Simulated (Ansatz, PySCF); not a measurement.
W(S)2(Cl)(NH2) (ClH2NS2W), SMILES [NH2][W](=[S])(=[S])[Cl], multiplicity 1. Atoms are numbered in the order given.

```xyz
7

W      0.0476    -0.1214     0.0000
S      0.9591     0.6744    -1.7481
S      0.9591     0.6744     1.7481
Cl    -2.1863     0.3390     0.0000
N      0.3528    -2.0104     0.0000
H      0.5162    -2.5581     0.8420
H      0.5162    -2.5581    -0.8420
```

Coordinates come from a PBE0-D3(BJ)/def2-SVP optimisation. The multiplicity is an assumed one; no other spin state was optimised. The structure was generated by enumeration; whether it is a known compound was not checked. The def2 effective core potentials stand for the cores of W; spin–orbit coupling is left out. The values are those of a single conformer.

Two levels are set side by side: PBE-D3(BJ)/def2-SVP (Ansatz, a quantum-chemistry and plane-wave program) and PBE0-D3(BJ)/def2-SVP (Ansatz). Each level has its own optimised geometry; the coordinates shown are those of the second. Frequencies come from the Hessian of PySCF at each geometry. Differences are taken from unrounded values.

```tsv
quantity	PBE0-D3(BJ)
mean bond length (Å)	1.747
bond W1–S2 (Å)	2.126
bond W1–S3 (Å)	2.126
bond W1–Cl4 (Å)	2.281
bond W1–N5 (Å)	1.914
bond N5–H6 (Å)	1.018
bond N5–H7 (Å)	1.018
highest harmonic wavenumber (cm⁻¹)	3675
mean harmonic wavenumber (cm⁻¹)	896
zero-point energy (kcal/mol)	19.22
```

Task: What does PBE-D3(BJ) give, and how far is it from PBE0-D3(BJ)? (An estimate is asked for; the answer gives what the named calculation found.)

Result: 
| quantity | PBE-D3(BJ) | PBE-D3(BJ) minus PBE0-D3(BJ) |
|---|---|---|
| mean bond length (Å) | 1.762 | 0.015 |
| bond W1–S2 (Å) | 2.149 | 0.023 |
| bond W1–S3 (Å) | 2.149 | 0.023 |
| bond W1–Cl4 (Å) | 2.293 | 0.013 |
| bond W1–N5 (Å) | 1.930 | 0.016 |
| bond N5–H6 (Å) | 1.026 | 0.008 |
| bond N5–H7 (Å) | 1.026 | 0.008 |
| highest harmonic wavenumber (cm⁻¹) | 3558 | -117 |
| mean harmonic wavenumber (cm⁻¹) | 863 | -33 |
| zero-point energy (kcal/mol) | 18.51 | -0.71 |

GGA bonds tend to be longer and softer than those of functionals with exact exchange. Differences between two approximate levels are no errors against the true value.
